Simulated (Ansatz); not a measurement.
Other settings, tried on the cluster Fe₄Co⁺ (the lowest multiplicity 15 isomer of a short search).

```yaml
crystal:
  periodic: [false, false, false]
  atoms:
    - {symbol: Fe, position_ang: [-1.056228, -0.815541, 0.292207]}
    - {symbol: Fe, position_ang: [0.975253, 0.202573, 0.936161]}
    - {symbol: Fe, position_ang: [0.110823, 0.577289, -1.233463]}
    - {symbol: Fe, position_ang: [-0.936504, 1.466072, 0.620138]}
    - {symbol: Co, position_ang: [0.906656, -1.430393, -0.615053]}
basis:
  gaussian: {orbitals: "6-31G*"}
total_charge: 1
magnetization: {spin_polarized: true, initial_magnetization: 14}
hamiltonian: {xc: {name: RPBE}, dispersion: d3bjatm}
scf: {omitted_lower_state_checks: [starts]}
```

```sh
$ ansatz run in.yaml --threads 4 --pin off --events-out ev --progress --plain --max-ram 4787MiB
```

Output, abridged:

```
Functional definition: RPBE
1888 factors; their error is unknown
mean field evaluation 1: about -175085.3133 eV, gradient 1.3e2 eV
mean field evaluation 2: about -172495.3122 eV, gradient 5.7e2 eV
mean field evaluation 4: about -174360.7188 eV, gradient 3.5e2 eV
mean field evaluation 8: about -175141.2370 eV, gradient 2.7e0 eV
mean field evaluation 16: about -175141.2438 eV, gradient 4.2e-5 eV
mean field -175141.24383971 eV, -6436.3219961104 hartree, gradient 3.4e-6 eV, S^2 56.296066; 0 other end points of the search recorded, 0 dependent functions left out
reference -175141.24387568 eV, -6436.3219974324 hartree; 72, 58 occupied and 108, 122 virtual orbitals, 1888 factors
Total energy: -175145.15633077 eV, -6436.4657775048 hartree
Checks for a lower state left out: starts
```

It took 30 s on 4 threads of Intel Xeon on a shared host.

The 6-31G sets use Cartesian d functions. The charge 1 multiplicity 15 is spin-contaminated (final ⟨S²⟩ up to 56.30, 56.00 for a pure state).
